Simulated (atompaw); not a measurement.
Pd: PAW (atompaw) pseudisation with LDA (PW92), scalar-relativistic reference atom.

```
Element                 : Pd (Z = 46)
Generator               : atompaw 4.2.0.5
Type                    : PAW
Functional              : LDA (PW92)
Relativity              : scalar-relativistic
Frozen core             : [Ar] 3d10
Valence charge          : 18
Reference configuration : 4s2 4p6 4d9.75 5s0 5p0 (charge +0.25)
Partial waves           : 4s (bound): rc 1.25 bohr; 5s (bound, empty): rc 1.45 bohr; 4p (bound): rc 1.60 bohr; 5p (bound, empty): rc 1.80 bohr; 4d (bound): rc 2.05 bohr; 4d channel at 0.55 Ry: rc 2.05 bohr
Local potential         : bessel scheme, radius 1.40 bohr
Core correction         : smooth core density matched at 1.35 bohr
Augmentation charge     : sinc compensation charge, radius 1.80 bohr; PAW radius 2.05 bohr; waves and projectors: custom polynom2 7 10 vanderbiltortho
```

(1) Estimate the cutoffs (Ry, on a coarse ladder) from which the occupation-weighted sum of valence levels, in a spherical-Bessel basis at the reference potential, stays within 10 and 1 mRy of its value at 400 Ry.

(2) What does a ghost test show?

(3) Is the overlap operator S = 1 + Σ q|β⟩⟨β| positive definite (Bessel basis up to 400 Ry)?

Answers

(1) 35 Ry and 180 Ry.

(2) No extra level below or beside the all-electron valence levels (s, p, d, f tested).

(3) Yes: its lowest eigenvalue is 0.63 (s channel).
